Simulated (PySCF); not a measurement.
**Worked example: oscillator strength and radiative lifetime**

CH9FOSi3, SMILES C[SiH2]O[Si@H](F)[SiH3].

Geometry optimised at PBE0-D3(BJ)/def2-SVP. The structure was generated by enumeration; whether it is a known compound was not checked. The values are those of a single conformer.

TDA-PBE0/def2-SVPD run with PySCF puts the first singlet state with f over 0.02 at 6.61 eV (vertical), with the transition dipole (0.220, -0.119, 0.302) in atomic units.

Task: Find the oscillator strength, the wavelength and the radiative lifetime that this transition would have in vacuum if emission retraced absorption.

Result: 
|μ|² = 0.1538 au, so |μ| = 1.00 D. ΔE = 6.61/27.211 = 0.2429 hartree. f = (2/3) ΔE |μ|² = 0.025 (the program prints 0.025).
λ = 1239.84/6.61 = 188 nm; ν = 53313 cm⁻¹.
Einstein's coefficient A = 0.6670 ν² f s⁻¹ (ν in cm⁻¹) = 4.7e7 s⁻¹, so τ = 1/A = 21 ns. This state is S1. The figure is the radiative limit of this one transition; relaxation, internal conversion, crossing to triplets and a medium change what is measured.
